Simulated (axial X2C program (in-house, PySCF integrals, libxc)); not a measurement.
Low determinants of ScN⁺ at the PBE0 level, two-component

Computed with an in-house relativistic program for diatomic molecules. Two-component (2c) means X2C with spin–orbit coupling and atomic mean-field two-electron Coulomb and Gaunt terms. Basis: Sc dyall-cv3z [10s11p7d5f2g], N dyall-av3z [7s7p3d2f] (cores contracted in-house); Gaussian nuclei, density fitting, unrestricted open shells. Masses: Sc 44.956 u, N 14.003 u.

Search at 1.650 Å (vertical energies from the lowest determinant):

```
ΔE (eV)    state  electrons beyond evenly filled partner blocks  electrons in ±ω = 1/2, 3/2, 5/2, 7/2
   0.00  Ω = 1/2                                        ω = 1/2                              21 6 0 0
   0.66  Ω = 3/2                                        ω = 3/2                              22 5 0 0
   3.04  Ω = 5/2                           2 × ω = 1/2, ω = 3/2                              22 5 0 0
   3.10  Ω = 3/2                                        ω = 3/2                              20 7 0 0
   3.11  Ω = 9/2                      ω = 1/2, ω = 3/2, ω = 5/2                              21 5 1 0
   3.12  Ω = 5/2                                        ω = 5/2                              20 6 1 0
   3.21  Ω = 7/2                           ω = 1/2, 2 × ω = 3/2                              21 6 0 0
```

Lowest determinant, Ω = 1/2 (⟨Sz⟩ = 0.50, ⟨Lz⟩ = 0.00 at PBE0): Re = 1.649 Å, ωe = 1004.2 cm⁻¹.

The determinant in row 2 of the search, Ω = 3/2 (⟨Sz⟩ = 0.50, ⟨Lz⟩ = 1.00 at PBE0), was followed along the bond at PBE0; measured from the minimum of the lowest determinant it gives:

Te = 0.541 eV (4364 cm⁻¹), Re = 1.730 Å, ωe = 911.5 cm⁻¹.

(1) Compare the bond of the determinant in row 2 with that of the lowest one.

The search compares states at one distance, so a state with another bond length can lie lower; it is not exhaustive and yields mostly the lowest determinant of each block pattern, so other components and higher states of one pattern are missing. These are energies of single determinants, not of spin-adapted states; PBE0 term energies can be off by some tenths of an eV, and the functional has no current term.

Answers

(1) At PBE0 its Re is 0.081 Å longer and its force constant, which goes as ωe², is 0.82 times that of the lowest determinant. T0 ≈ Te + Δωe/2 = 4364 + (-46) = 4318 cm⁻¹.
